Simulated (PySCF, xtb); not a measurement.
C3H2, SMILES [C]([CH2])[C] (connectivity only; charge and spin as stated), neutral, multiplicity 1.

xtb with GFN2-xTB at its own geometry gives an orbital gap of 1.34 eV and a dipole moment of 3.98 D.

Coordinates come from a PBE0-D3(BJ)/def2-TZVP optimisation.

What does CAM-B3LYP/def2-TZVPD in PySCF give? (Estimate from the structure and the level; the computed values follow.)

gap 6.52 eV (levels -9.35 and -2.83 eV), dipole 4.38 D.
